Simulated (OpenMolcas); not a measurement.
# What dynamic correlation does to the levels of Ga II

```
Program             : OpenMolcas 26.06
Basis               : ANO-RCC-VTZP [6s5p3d1f]
Scalar Hamiltonian  : DKH2, point nucleus
Active space        : 2 electrons in 9 orbitals (RAS2 4s 4p; RAS3 4d, at most 2 electrons)
State averaging     : 2S+1 = 3 even, 3 roots; 2S+1 = 1 even, 7 roots; 2S+1 = 3 odd, 3 roots; 2S+1 = 1 odd, 3 roots
Spin-orbit coupling : state interaction with AMFI integrals over the reference wave functions, term energies averaged over their components
```

Methods on the same reference wave functions:
A. RASSCF
B. SS-RASPT2, IPEA 0.25 Eh, imaginary shift 0.1 Eh (closed shells correlated: 3d)
C. MS-RASPT2, IPEA 0.25 Eh, imaginary shift 0.1 Eh (closed shells correlated: 3d)
D. XMS-RASPT2, IPEA 0.25 Eh, imaginary shift 0.1 Eh (closed shells correlated: 3d)

Energies in cm-1 above 4s2 1S0, the measured ground level; measured values from NIST Handbook of Basic Atomic Spectroscopic Data.

```json
{"Level": "4s2 1S0", "A": "0.0", "B": "0.0", "C": "0.0", "D": "0.0", "Measured": "0.0"}
{"Level": "4s 4p 3P* 0", "A": "42595", "B": "45690", "C": "45840", "D": "46160", "Measured": "47368"}
{"Level": "4s 4p 3P* 1", "A": "42966", "B": "46060", "C": "46210", "D": "46530", "Measured": "47814"}
{"Level": "4s 4p 3P* 2", "A": "43730", "B": "46820", "C": "46980", "D": "47290", "Measured": "48750"}
{"Level": "4s 4p 1P* 1", "A": "69638", "B": "70200", "C": "70360", "D": "70590", "Measured": "70701"}
```

Deviations, from unrounded energies. A percentage is the sum of absolute deviations over the sum of measured energies, with the sign that they share, or ± where signs differ.

| Against measurement | Levels | A | B | C | D |
| --- | --- | --- | --- | --- | --- |
| mean absolute deviation (cm-1) | 4 | 3900 | 1500 | 1300 | 1000 |
| other configurations (%) | 4 | -7.3 | -2.7 | -2.4 | -1.9 |

D lies closest to measurement on these levels and A furthest from it. The largest miss of D in the table is 4s 4p 3P* 2, by -1500 cm-1. The ranking rests on the paired levels alone, and a cruder setting can come out closer through cancelling errors.

Among B to D the level of the table that moves most is 4s 4p 3P* 0, by 470 cm-1 (lowest in B, highest in D). Moves below CASPT2's spread within the term are not significant.

The lowest spin-free term lies below A's lowest term by 0.399 hartree in B, 0.400 hartree in C, 0.402 hartree in D.

Term energies are means over components that CASPT2 splits; among the terms shown or strongly mixed into the levels shown the widest spread is 24 cm-1 (4s 4p 1P*, D). Active for correlation alone: 4d; no level in the range computed is led by a configuration that fills it, so any true level of that kind is missing. Without dynamic correlation excited terms often stand tens of per cent too high (terms of higher spin than the ground term too low), and those without a measured partner can miss by more than the paired ones (holds for A). Computed and measured levels are paired by configuration, term and J; levels that our copy of the source lacks, or whose pairing is in doubt (as where it misses far off the trend of its configuration), stay unpaired and out of the deviations. Only configurations of the active space appear. Levels that lie high or do not pair safely by name in every column are left out.

* marks odd parity.
